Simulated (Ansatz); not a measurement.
Reaction (ligand exchange at the Si–O bond): `[SiH3]OB1N[SiH2]1` + `[OH][In]([F])[SH]` → `[F][In]([SH])[O][SiH3]` + `OB1N[SiH2]1`

Computed with Ansatz on PBE0-D4/def2-TZVP structures; ΔE is electronic, products minus reactants. CCSD(T)/CBS adds triple-zeta CCSD(T) − MP2 to the extrapolated MP2 energy (def2 sets, frozen cores). DFT in def2-TZVPP. Elements past krypton have def2 core potentials. For In outer-core shells are correlated without core-valence functions, which leaves a few kJ/mol of doubt a bond. One conformer a species, not always the lowest.

`[SiH3]OB1N[SiH2]1`:

```xyz
11

Si    0.531    1.439   -1.724
O    -0.443    0.276   -1.073
B    -0.399   -0.379    0.103
N    -1.143   -1.361    0.740
Si    0.152   -0.963    1.861
H    -0.312    2.611   -2.062
H     1.589    1.830   -0.759
H     1.145    0.896   -2.960
H    -1.959   -1.928    0.571
H    -0.276   -0.360    3.152
H     1.113   -2.062    2.152
```

`[OH][In]([F])[SH]`:

Cartesian coordinates in Å:
```
O 1.753 0.752 0.749
In 0.067 0.041 0.037
F -1.475 1.107 0.578
S -0.308 -1.835 -1.316
H 1.597 1.540 1.278
H -1.634 -1.604 -1.325
```

`[F][In]([SH])[O][SiH3]`:

Cartesian coordinates in Å:
```
F 2.083 -1.120 -0.044
In 0.456 -0.693 -1.018
S 0.137 -1.488 -3.196
O -0.778 0.415 0.015
Si -0.793 1.087 1.507
H 1.328 -2.112 -3.185
H 0.324 2.057 1.675
H -0.673 0.050 2.569
H -2.084 1.804 1.677
```

`OB1N[SiH2]1`:

```xyz
8

O    -2.034    0.284   -0.550
B    -0.723    0.143   -0.260
N     0.091   -0.453    0.703
Si    1.184    0.325   -0.435
H    -2.618   -0.146    0.082
H     0.021   -1.003    1.546
H     2.004    1.437    0.114
H     2.076   -0.587   -1.200
```

```json
{"level": "PBE-D4", "ΔE (kJ/mol)": "1.8"}
{"level": "SCS-MP2/def2-QZVPP", "ΔE (kJ/mol)": "-3.4"}
```

Q: What does CCSD(T)/CBS give? (Estimate.)

A: Computed: -2.8 kJ/mol. The listed levels differ from it by 4.6, -0.6 kJ/mol.

Largest T1 diagnostic among the species: 0.016.

In def2-TZVPP, CCSD(T) changes the Hartree–Fock value by +4.2 kJ/mol (the triples alone add +0.9 kJ/mol) and MP2 by +4.6 kJ/mol.
